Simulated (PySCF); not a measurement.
Delta-SCF ions had no search for a lower state. Excitations are Tamm–Dancoff values on a coarser integration grid. The basis has no diffuse functions, so Rydberg states are missing or too high.

Cartesian coordinates (Å):
SMILES: N=C=O
```xyz
4

N     -0.6865     0.3376     0.0059
C      0.4898     0.0549    -0.0006
O      1.6463    -0.0763    -0.0053
H     -1.4496    -0.3162     0.0000
```
Charge 0, spin multiplicity 1.

Task: What vertical ionisation energy (Delta-SCF), LUMO and S1–T1 gap (TDA) does PBE-D3(BJ)/def2-TZVP // B3LYP-D3(BJ)/def2-TZVP (PySCF) give?

Result: 
| Quantity | Result |
|---|---|
| vertical ionisation energy (Delta-SCF) | 11.60 eV |
| LUMO | -0.91 eV |
| S1–T1 gap (TDA) | 0.48 eV |
